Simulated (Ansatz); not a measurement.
Consider the ligand exchange at a Ga–Se bond: `[Cl][Ga]([Cl])[SeH]` + `N=C=O` → `O=C=[N][Ga]([Cl])[Cl]` + H₂Se.

Calculated with Ansatz (gas phase, PBE0-D4/def2-TZVP geometries, no zero-point term in ΔE). CCSD(T)/CBS adds triple-zeta CCSD(T) − MP2 to the extrapolated MP2 energy (def2 sets, frozen cores). This one scheme is used for every species. DFT in def2-TZVPP. B3LYP here is the variant with VWN-RPA as its local correlation; programs differ in this. HSE06 is defined as in plane-wave codes. For Ga, Se outer-core shells are correlated without core-valence functions, which leaves a few kJ/mol of doubt a bond. Scalar relativity is left out up to krypton. Each species was taken in one conformer, which may not be the lowest.

```json
{"level": "LDA (SPW92)", "ΔE (kJ/mol)": "45.7", "difference from CCSD(T)/CBS": "11.5"}
{"level": "revPBE-D4", "ΔE (kJ/mol)": "42.9", "difference from CCSD(T)/CBS": "8.7"}
{"level": "BLYP-D4", "ΔE (kJ/mol)": "40.6", "difference from CCSD(T)/CBS": "6.4"}
{"level": "r2SCAN-D4", "ΔE (kJ/mol)": "39.8", "difference from CCSD(T)/CBS": "5.6"}
{"level": "B97M-V", "ΔE (kJ/mol)": "33.4", "difference from CCSD(T)/CBS": "-0.8"}
{"level": "PBE0-D4", "ΔE (kJ/mol)": "41.6", "difference from CCSD(T)/CBS": "7.4"}
{"level": "B3LYP-D4", "ΔE (kJ/mol)": "37.7", "difference from CCSD(T)/CBS": "3.5"}
{"level": "r2SCANh-D4", "ΔE (kJ/mol)": "38.9", "difference from CCSD(T)/CBS": "4.7"}
{"level": "r2SCAN0-D4", "ΔE (kJ/mol)": "37.4", "difference from CCSD(T)/CBS": "3.2"}
{"level": "HSE06-D4", "ΔE (kJ/mol)": "41.8", "difference from CCSD(T)/CBS": "7.6"}
{"level": "BHLYP-D4", "ΔE (kJ/mol)": "33.2", "difference from CCSD(T)/CBS": "-1.0"}
{"level": "CAM-B3LYP-D4", "ΔE (kJ/mol)": "30.8", "difference from CCSD(T)/CBS": "-3.4"}
{"level": "ωB97X-V", "ΔE (kJ/mol)": "31.2", "difference from CCSD(T)/CBS": "-3.0"}
{"level": "ωB97M-V", "ΔE (kJ/mol)": "35.0", "difference from CCSD(T)/CBS": "0.8"}
{"level": "B2PLYP", "ΔE (kJ/mol)": "33.4", "difference from CCSD(T)/CBS": "-0.8"}
{"level": "PBE-QIDH", "ΔE (kJ/mol)": "34.3", "difference from CCSD(T)/CBS": "0.1"}
{"level": "PBE", "ΔE (kJ/mol)": "46.3", "difference from CCSD(T)/CBS": "12.1"}
{"level": "BLYP", "ΔE (kJ/mol)": "40.6", "difference from CCSD(T)/CBS": "6.4"}
{"level": "r2SCAN", "ΔE (kJ/mol)": "40.2", "difference from CCSD(T)/CBS": "6.0"}
{"level": "PBE0", "ΔE (kJ/mol)": "41.4", "difference from CCSD(T)/CBS": "7.2"}
{"level": "B3LYP", "ΔE (kJ/mol)": "37.1", "difference from CCSD(T)/CBS": "2.9"}
{"level": "r2SCANh", "ΔE (kJ/mol)": "39.2", "difference from CCSD(T)/CBS": "5.0"}
{"level": "r2SCAN0", "ΔE (kJ/mol)": "37.7", "difference from CCSD(T)/CBS": "3.5"}
{"level": "HSE06", "ΔE (kJ/mol)": "41.6", "difference from CCSD(T)/CBS": "7.4"}
{"level": "BHLYP", "ΔE (kJ/mol)": "30.5", "difference from CCSD(T)/CBS": "-3.7"}
{"level": "CAM-B3LYP", "ΔE (kJ/mol)": "30.5", "difference from CCSD(T)/CBS": "-3.7"}
{"level": "RPA@PBE/def2-TZVPP", "ΔE (kJ/mol)": "26.5", "difference from CCSD(T)/CBS": "-7.7"}
{"level": "HF/def2-SVP", "ΔE (kJ/mol)": "12.4", "difference from CCSD(T)/CBS": "-21.8"}
{"level": "MP2/def2-SVP", "ΔE (kJ/mol)": "20.5", "difference from CCSD(T)/CBS": "-13.7"}
{"level": "CCSD/def2-SVP", "ΔE (kJ/mol)": "17.5", "difference from CCSD(T)/CBS": "-16.7"}
{"level": "HF/def2-TZVPP", "ΔE (kJ/mol)": "18.4", "difference from CCSD(T)/CBS": "-15.8"}
{"level": "MP2/def2-TZVPP", "ΔE (kJ/mol)": "30.5", "difference from CCSD(T)/CBS": "-3.7"}
{"level": "SCS-MP2/def2-TZVPP", "ΔE (kJ/mol)": "26.2", "difference from CCSD(T)/CBS": "-8.0"}
{"level": "CCSD/def2-TZVPP", "ΔE (kJ/mol)": "26.2", "difference from CCSD(T)/CBS": "-8.0"}
{"level": "CCSD(T)/def2-TZVPP", "ΔE (kJ/mol)": "28.2", "difference from CCSD(T)/CBS": "-6.0"}
{"level": "HF/def2-QZVPP", "ΔE (kJ/mol)": "16.7", "difference from CCSD(T)/CBS": "-17.5"}
{"level": "MP2/def2-QZVPP", "ΔE (kJ/mol)": "33.4", "difference from CCSD(T)/CBS": "-0.8"}
{"level": "SCS-MP2/def2-QZVPP", "ΔE (kJ/mol)": "28.5", "difference from CCSD(T)/CBS": "-5.7"}
{"level": "HF/CBS(def2)", "ΔE (kJ/mol)": "16.4", "difference from CCSD(T)/CBS": "-17.8"}
{"level": "CCSD/CBS(def2)", "ΔE (kJ/mol)": "32.2", "difference from CCSD(T)/CBS": "-2.0"}
{"level": "CCSD(T)/CBS", "ΔE (kJ/mol)": "34.2", "difference from CCSD(T)/CBS": "0"}
```

Largest T1 diagnostic among the species: 0.018.

From PBE to PBE0 (25 % exact exchange), in def2-TZVPP and without D4, ΔE moves by −4.9 kJ/mol. In def2-TZVPP, CCSD(T) changes the Hartree–Fock value by +9.8 kJ/mol (the triples alone add +2.0 kJ/mol) and MP2 by +12.2 kJ/mol. Leaving LDA and LC-ωPBE aside and taking each functional with its dispersion term where it has one, the values, not all of them listed here, spread over 15.6 kJ/mol, from CAM-B3LYP-D4 to PBE-D4.
